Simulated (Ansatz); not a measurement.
`[CH3][In]([CH3])[SiH3]` → `[CH3][InH][CH2][SiH3]`  (isomerisation)

Calculated with Ansatz (gas phase, PBE0-D4/def2-TZVP geometries, no zero-point term in ΔE). CCSD(T)/CBS adds triple-zeta CCSD(T) − MP2 to the extrapolated MP2 energy (def2 sets, frozen cores). Functionals use def2-TZVPP. Elements past krypton have def2 core potentials. For In outer-core shells are correlated without core-valence functions, which leaves a few kJ/mol of doubt a bond. One conformer a species, not always the lowest.

`[CH3][In]([CH3])[SiH3]`:

Z-matrix (Å, degrees):
```
C
In 1 2.163
H 1 1.090 2 112.2
H 1 1.093 2 109.3 3 120.6
H 1 1.092 2 109.9 3 -121.5
C 2 2.163 1 117.3 3 172.8
Si 2 2.585 1 121.4 3 -8.7
H 6 1.092 2 110.0 1 -50.3
H 6 1.090 2 112.2 1 -171.9
H 6 1.093 2 109.3 1 67.5
H 7 1.493 2 109.9 1 -89.7
H 7 1.491 2 112.8 1 151.2
H 7 1.491 2 112.8 1 29.4
```

`[CH3][InH][CH2][SiH3]`:

```xyz
13

C     0.609    0.447    2.380
In    0.239    1.272    0.426
C     0.506   -0.012   -1.302
Si   -0.951   -1.129   -1.586
H    -0.312   -0.008    2.754
H     1.372   -0.332    2.335
H     0.918    1.217    3.087
H    -0.285    2.902    0.174
H     0.674    0.612   -2.183
H     1.397   -0.624   -1.134
H    -2.195   -0.328   -1.778
H    -1.171   -2.004   -0.398
H    -0.802   -2.014   -2.776
```

Problem. Is it downhill or uphill in electronic energy at CCSD(T)/CBS, and by how much? (Estimate.)

Solution. The calculation gave: Uphill: ΔE = +19.6 kJ/mol.

Problem. What do these levels give: PBE0-D4, ωB97X-V, B2PLYP, PBE0, HF/def2-QZVPP, SCS-MP2/def2-QZVPP? (Best estimate.)

Solution. The calculation gave: PBE0-D4 26.7, ωB97X-V 19.5, B2PLYP 23.5, PBE0 28.8, HF/def2-QZVPP 15.5, SCS-MP2/def2-QZVPP 16.3 kJ/mol.

Largest T1 diagnostic among the species: 0.012.

The D4 term adds −4.2 kJ/mol with B3LYP and −2.1 kJ/mol with PBE0; it sums over pairs of atoms, weighted by their polarisabilities, and B3LYP, whose exchange is more repulsive, gets the larger term. From PBE to PBE0 (25 % exact exchange), in def2-TZVPP and without D4, ΔE moves by −4.1 kJ/mol.

B3LYP here is the variant with VWN-RPA as its local correlation; programs differ in this.
